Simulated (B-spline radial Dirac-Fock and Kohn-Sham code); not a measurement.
## Elastic scattering of 500 eV electrons by the free helium atom

The computed values come from an atomic code on a B-spline grid: relativistic (Dirac) partial waves in the static field of the Dirac-Fock atom with Furness-McCarthy exchange, without polarisation or absorption potentials.

The run's input, task.json:

```json
{"items": [{
  "Z": 2,
  "q": 0,
  "cfg": [[1, 0, 2]],
  "A": 4,
  "rrms": 1.6755,
  "do": "elastic",
  "energies": [[500.0, 0]],
  "theta": [5, 10, 15, 20, 25, 30, 35, 40, 45, 50, 55, 60, 65, 70, 75, 80, 85, 90, 95, 100, 105, 110, 115, 120, 125, 130, 135, 140, 145, 150, 155, 160, 165, 170, 175]
}]}
```

Command: `python xray2_run.py task.json out`

```csv
θ (°),dσ/dΩ (a₀²/sr)
5,0.646
10,0.502
15,0.349
20,0.228
25,0.146
30,0.0948
35,0.0626
40,0.0425
45,0.0297
50,0.0213
55,0.0157
60,0.0119
65,0.00918
70,0.00724
75,0.00582
80,0.00475
85,0.00394
90,0.00332
95,0.00283
100,0.00245
105,0.00214
110,0.00190
115,0.00169
120,0.00153
125,0.00139
130,0.00128
135,0.00119
140,0.00111
145,0.00105
150,0.00100
155,0.000960
160,0.000928
165,0.000904
170,0.000887
175,0.000877
```

The total elastic cross section is 0.329 a₀², the first transport cross section 0.0585 a₀² and the second, weighted with (3/2) sin²θ, 0.118 a₀². The mean deflection is ⟨1 − cos θ⟩ = 0.178, and 3.3 % of the collisions scatter beyond 90°.
